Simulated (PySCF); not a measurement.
Species: `C=CC[C@@H]1CCO[Si@H]1Cl`. The columns A, B, C and D hold Mulliken, IAO, Hirshfeld and ESP-fitted charges (e) of one PBE0/pcSseg-1 density (PySCF), in a shuffled order. Coordinates in Å (PBE0-D3(BJ)/def2-SVP); the density's dipole moment is (0.63, -0.53, -2.86) D.

| atom | x | y | z | A | B | C | D |
| --- | --- | --- | --- | --- | --- | --- | --- |
| C1 | 3.368 | 0.223 | 0.078 | -0.313 | -0.517 | -0.102 | -0.160 |
| C2 | 2.123 | 0.677 | 0.223 | -0.129 | -0.004 | -0.038 | -0.251 |
| C3 | 0.993 | 0.423 | -0.726 | -0.246 | -0.305 | -0.066 | -0.103 |
| C4 | -0.192 | -0.277 | -0.063 | -0.398 | +0.110 | -0.114 | -0.618 |
| C5 | -1.367 | -0.592 | -1.003 | -0.267 | -0.176 | -0.072 | -0.220 |
| C6 | -2.601 | -0.859 | -0.142 | -0.048 | +0.051 | +0.008 | +0.096 |
| O7 | -2.643 | 0.110 | 0.896 | -0.637 | -0.396 | -0.238 | -0.614 |
| Si8 | -1.116 | 0.640 | 1.304 | +1.098 | +0.449 | +0.409 | +0.988 |
| Cl9 | -0.550 | 0.013 | 3.191 | -0.324 | -0.212 | -0.139 | -0.343 |
| H10 | 4.144 | 0.441 | 0.815 | +0.151 | +0.201 | +0.048 | +0.124 |
| H11 | 3.655 | -0.386 | -0.786 | +0.141 | +0.211 | +0.044 | +0.115 |
| H12 | 1.883 | 1.276 | 1.113 | +0.136 | +0.094 | +0.039 | +0.127 |
| H13 | 0.649 | 1.386 | -1.148 | +0.136 | +0.109 | +0.040 | +0.132 |
| H14 | 1.355 | -0.176 | -1.579 | +0.134 | +0.117 | +0.041 | +0.124 |
| H15 | 0.162 | -1.217 | 0.399 | +0.146 | +0.041 | +0.034 | +0.162 |
| H16 | -1.562 | 0.285 | -1.647 | +0.131 | +0.074 | +0.040 | +0.126 |
| H17 | -1.151 | -1.442 | -1.671 | +0.141 | +0.057 | +0.046 | +0.136 |
| H18 | -3.533 | -0.788 | -0.724 | +0.149 | +0.081 | +0.049 | +0.131 |
| H19 | -2.558 | -1.874 | 0.297 | +0.128 | +0.062 | +0.039 | +0.114 |
| H20 | -1.061 | 2.124 | 1.327 | -0.129 | -0.047 | -0.069 | -0.066 |

Which column most likely holds the ESP-fitted charges?

B. Σ q r misses the density's dipole by 0.09 D (B), 0.94 D (A), 1.32 D (D), 1.40 D (C). Charges fitted to the outside potential are the only set here that is tied to the molecule's multipoles.

And the Hirshfeld charges?

C. The mean sizes are 0.084 e (C), 0.166 e (B), 0.237 e (D), 0.249 e (A), and Hirshfeld charges are commonly the smallest of these schemes.

As computed, A = IAO, B = ESP-fitted, C = Hirshfeld, D = Mulliken. Hydrogens on carbon: IAO +0.13 to +0.15, ESP-fitted +0.04 to +0.21, Hirshfeld +0.03 to +0.05, Mulliken +0.11 to +0.16 e.

The Hirshfeld scheme divides the density at each point in proportion to the densities of the neutral, spherically averaged free atoms. The Mulliken scheme gives each basis function's population to the atom it is centred on and halves the overlap population of two atoms between them.

Geometry: PBE0-D3(BJ)/def2-SVP, one conformer, isolated molecule.
